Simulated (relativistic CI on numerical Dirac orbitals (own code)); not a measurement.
# Rh²⁺: 4p photoemission

Computed with this model: Dirac-Coulomb-Breit CI, orbitals from a KLI potential per configuration, model QED (radiative potential, 1s self-energy scaled to tabulated hydrogen-like ionisation energies), valence Slater integrals scaled by 0.9, multiplet model of photoemission in the sudden approximation; configurations [Kr] 4d7 → [Ar] 3d10 4s2 4p5 4d7; 300 K; Lorentzian 1.2 eV and Gaussian 0.6 eV FWHM. Energies are those of the free ion, without screening or charge transfer. The energies are binding energies and can lie tens of eV above those of solids. S is read from ⟨S²⟩ = S(S + 1).

Field parameters in Wybourne normalisation: Td as Oh with Dq negative (B⁴₀ = 21Dq, B⁴₄ = √(5/14) B⁴₀). The field is a parameter set, without covalency.

free ion: ground-state S = 1.49, centroid 81.81 eV. Peaks (eV, height): 75.0 (100), 77.8 (84), 83.6 (69), 87.6 (15), 89.2 (20), 91.2 (45), 92.4 (54).

Td, 10Dq = -2100 cm⁻¹: ground-state S = 1.49, centroid 81.81 eV. Peaks (eV, height): 75.2 (100), 78.0 (83), 83.6 (61), 86.2 (16), 88.0 (15), 89.4 (22), 92.4 (54).

Td, 10Dq = -5800 cm⁻¹: ground-state S = 1.49, centroid 81.83 eV. Peaks (eV, height): 75.4 (100), 77.6 (79), 83.8 (50), 86.8 (16), 89.8 (26), 92.4 (53).

Td, 10Dq = -9450 cm⁻¹: ground-state S = 1.49, centroid 81.83 eV. Peaks (eV, height): 75.6 (100), 77.6 (80), 84.2 (41), 87.6 (16), 90.2 (30), 92.6 (48).

Td, 10Dq = -13150 cm⁻¹: ground-state S = 1.50, centroid 81.83 eV. Peaks (eV, height): 75.8 (100), 77.0 (83), 84.6 (34), 88.2 (16), 90.6 (32), 92.8 (41).

Td, 10Dq = -16850 cm⁻¹: ground-state S = 1.50, centroid 81.84 eV. Peaks (eV, height): 76.0 (100), 77.0 (85), 85.0 (28), 91.0 (33), 92.8 (34).

Strongest unbroadened transitions for free ion:

```
Energy (eV)  Relative strength
      74.99              100.0
      75.79                8.0
      76.89               15.7
      77.53                6.8
      77.81               59.8
      78.72               11.1
      78.92               17.6
      79.63                4.0
      80.07               25.9
      81.15                3.1
      83.18               13.4
      83.68               55.0
      84.14                7.0
      87.63                7.1
      89.19               12.0
      91.07               33.1
      91.71                5.5
      92.50               47.4
```
